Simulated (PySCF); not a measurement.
In(Et)2(Vi), SMILES C=[CH][In]([CH2]C)[CH2]C (C6H13In), GFN2-xTB optimised geometry.

```
20

In    -0.44    -0.06     0.00
C      1.84    -0.06     0.00
C      2.38    -1.49     0.03
H      2.19     0.49     0.88
H      2.20     0.46    -0.89
H      2.05    -2.04    -0.85
H      2.03    -2.02     0.91
H      3.47    -1.50     0.04
C     -1.66    -1.99     0.08
C     -2.24    -2.20     1.47
H     -1.01    -2.83    -0.19
H     -2.46    -1.94    -0.66
H     -2.88    -1.36     1.76
H     -1.45    -2.30     2.22
H     -2.85    -3.11     1.51
C     -1.57     1.88     0.00
C     -2.89     1.90    -0.06
H     -1.03     2.83     0.05
H     -3.47     2.81    -0.07
H     -3.46     0.98    -0.12
```

Density from PBE0/def2-SVP, def2 effective core potentials past Kr run with PySCF at that geometry. The core electrons that the potentials of In replace are not part of the density.

Minimum of the electron density along straight lines between bonded atoms, close to the bond critical point (lines longer than 1.1 times the sum of covalent radii, or with two minima, are not listed):

```json
[
 {"bond": "In1–C2", "length / Å": "2.286", "ρ at the minimum / e bohr⁻³": "0.079", "∇²ρ there / e bohr⁻⁵": "0.13", "position (fraction from the first atom)": "0.50"},
 {"bond": "C2–C3", "length / Å": "1.523", "ρ at the minimum / e bohr⁻³": "0.241", "∇²ρ there / e bohr⁻⁵": "-0.54", "position (fraction from the first atom)": "0.50"},
 {"bond": "C2–H4", "length / Å": "1.094", "ρ at the minimum / e bohr⁻³": "0.270", "∇²ρ there / e bohr⁻⁵": "-0.95", "position (fraction from the first atom)": "0.62"},
 {"bond": "C2–H5", "length / Å": "1.093", "ρ at the minimum / e bohr⁻³": "0.270", "∇²ρ there / e bohr⁻⁵": "-0.95", "position (fraction from the first atom)": "0.62"},
 {"bond": "C3–H6", "length / Å": "1.092", "ρ at the minimum / e bohr⁻³": "0.274", "∇²ρ there / e bohr⁻⁵": "-0.99", "position (fraction from the first atom)": "0.62"},
 {"bond": "C3–H7", "length / Å": "1.092", "ρ at the minimum / e bohr⁻³": "0.274", "∇²ρ there / e bohr⁻⁵": "-0.98", "position (fraction from the first atom)": "0.62"},
 {"bond": "C3–H8", "length / Å": "1.093", "ρ at the minimum / e bohr⁻³": "0.273", "∇²ρ there / e bohr⁻⁵": "-0.98", "position (fraction from the first atom)": "0.62"},
 {"bond": "In1–C9", "length / Å": "2.278", "ρ at the minimum / e bohr⁻³": "0.080", "∇²ρ there / e bohr⁻⁵": "0.13", "position (fraction from the first atom)": "0.50"},
 {"bond": "C9–C10", "length / Å": "1.525", "ρ at the minimum / e bohr⁻³": "0.240", "∇²ρ there / e bohr⁻⁵": "-0.53", "position (fraction from the first atom)": "0.50"},
 {"bond": "C9–H11", "length / Å": "1.093", "ρ at the minimum / e bohr⁻³": "0.271", "∇²ρ there / e bohr⁻⁵": "-0.96", "position (fraction from the first atom)": "0.62"},
 {"bond": "C9–H12", "length / Å": "1.093", "ρ at the minimum / e bohr⁻³": "0.271", "∇²ρ there / e bohr⁻⁵": "-0.96", "position (fraction from the first atom)": "0.62"},
 {"bond": "C10–H13", "length / Å": "1.092", "ρ at the minimum / e bohr⁻³": "0.274", "∇²ρ there / e bohr⁻⁵": "-0.99", "position (fraction from the first atom)": "0.62"},
 {"bond": "C10–H14", "length / Å": "1.092", "ρ at the minimum / e bohr⁻³": "0.274", "∇²ρ there / e bohr⁻⁵": "-0.99", "position (fraction from the first atom)": "0.62"},
 {"bond": "C10–H15", "length / Å": "1.093", "ρ at the minimum / e bohr⁻³": "0.273", "∇²ρ there / e bohr⁻⁵": "-0.98", "position (fraction from the first atom)": "0.62"},
 {"bond": "In1–C16", "length / Å": "2.248", "ρ at the minimum / e bohr⁻³": "0.082", "∇²ρ there / e bohr⁻⁵": "0.17", "position (fraction from the first atom)": "0.50"},
 {"bond": "C16–C17", "length / Å": "1.323", "ρ at the minimum / e bohr⁻³": "0.344", "∇²ρ there / e bohr⁻⁵": "-0.93", "position (fraction from the first atom)": "0.49"},
 {"bond": "C16–H18", "length / Å": "1.088", "ρ at the minimum / e bohr⁻³": "0.275", "∇²ρ there / e bohr⁻⁵": "-1.01", "position (fraction from the first atom)": "0.63"},
 {"bond": "C17–H19", "length / Å": "1.086", "ρ at the minimum / e bohr⁻³": "0.278", "∇²ρ there / e bohr⁻⁵": "-1.04", "position (fraction from the first atom)": "0.63"},
 {"bond": "C17–H20", "length / Å": "1.084", "ρ at the minimum / e bohr⁻³": "0.280", "∇²ρ there / e bohr⁻⁵": "-1.05", "position (fraction from the first atom)": "0.63"}
]
```
